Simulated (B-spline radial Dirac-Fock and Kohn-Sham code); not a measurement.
The computed values come from a radial B-spline solver: ΔSCF Dirac-Fock with Breit, self-energy and vacuum polarisation, finite nucleus, configuration average. K edges are those of the screened (neutral excited atom) model, which lie within a few eV to tens of eV of tabulated edges.

An X-ray tube with a iridium target emits Kα1 at 64891.6 eV and Kβ1 at 73550.7 eV. K edges of lighter neighbours: Hf 65340.0 eV, Ta 67409.2 eV, W 69519.7 eV, Re 71672.4 eV, Os 73867.3 eV.

Q: Which of these can serve as a Kβ filter, and which fluoresce under Kα1?

A: A Kβ filter needs its edge between the two lines: Hf, Ta, W, Re. Kα1 excites none of their K shells.
